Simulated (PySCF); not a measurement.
This PySCF input asks for the NMR shieldings of `CB(C)N1[SiH2]CN[Si@@H]1C`, C₄H₁₅BN₂Si₂; the geometry comes from GFN2-xTB.

```python
import basis_set_exchange as bse
import numpy as np
from pyscf import gto, dft
from pyscf.prop import nmr

atoms = """
C     2.093747    1.254384    0.469419
B     1.523776   -0.133351   -0.048118
C     2.533582   -1.264564   -0.520948
N     0.133014   -0.379206   -0.097615
Si   -0.562084   -1.896688   -0.599803
C    -2.403955   -1.502989   -0.325785
N    -2.489426   -0.065165   -0.188851
Si   -1.111143    0.781284    0.374934
C    -1.036906    2.457234   -0.500437
H     2.135964    1.964591   -0.355953
H     1.478459    1.707103    1.242711
H     3.106938    1.167097    0.856862
H     3.560447   -0.916274   -0.607092
H     2.243293   -1.690050   -1.479218
H     2.531409   -2.090328    0.189355
H    -0.288762   -2.166356   -2.016345
H    -0.129316   -3.001389    0.262995
H    -3.022657   -1.828372   -1.165983
H    -2.790904   -2.013311    0.564691
H    -3.421221    0.282225   -0.029473
H    -1.017336    0.934748    1.843205
H    -0.281027    3.094146   -0.057793
H    -0.809400    2.353914   -1.556323
H    -1.988226    2.971082   -0.413413
"""
names = dict.fromkeys(["C", "B", "N", "Si", "H"], "pcSseg-1")
basis = {el: gto.basis.parse(bse.get_basis(n, elements=[el], fmt="nwchem")) for el, n in names.items()}
mol = gto.M(atom=atoms, basis=basis, charge=0, verbose=0)
mf = dft.RKS(mol, xc="PBE0")
mf.grids.level = 2
mf.grids.alignment = dft.numint.BLKSIZE   # the property module wants whole blocks of grid points
mf.conv_tol = 1e-9
mf.kernel()

calc = nmr.RKS(mf)   # GIAO
C = mf.mo_coeff
Co = C[:, mf.mo_occ > 0]
resp = mf.gen_response(singlet=True, hermi=2)
def vind(x):   # induced exchange potential for any number of trial vectors
    d = np.einsum("pi,xij,qj->xpq", C, 2 * x.reshape(-1, C.shape[1], Co.shape[1]), Co, optimize=True)
    return np.einsum("xpq,pi,qj->xij", resp(d - d.transpose(0, 2, 1)), C, Co, optimize=True).ravel()
mo1, _ = nmr.rhf.solve_mo1(calc, with_cphf=vind)
sigma = calc.kernel(mo1)
for i, s in enumerate(sigma):   # ppm
    print("%2d %-2s %9.2f" % (i, mol.atom_pure_symbol(i), np.trace(s) / 3))
```

Task: What are the results?

Result: 
```
 0 C     175.44
 1 B      46.19
 2 C     177.33
 3 N     154.56
 4 Si    381.09
 5 C     158.38
 6 N     241.92
 7 Si    356.17
 8 C     183.71
 9 H      31.17
10 H      31.33
11 H      30.92
12 H      30.94
13 H      31.21
14 H      31.10
15 H      26.68
16 H      26.81
17 H      28.72
18 H      28.80
19 H      31.59
20 H      26.11
21 H      31.49
22 H      31.60
23 H      31.59
```

These numbers come from an equivalent density-fitted implementation of the same equations, which agrees with the script to about 0.01 ppm for H and up to a few tenths of a ppm for heavy atoms, so last digits may differ.

Size and cost of the density-fitted run: 242 basis functions, 66 s wall time on 1 thread of an Arm Neoverse V1, shared host; peak memory 1.1 GiB.
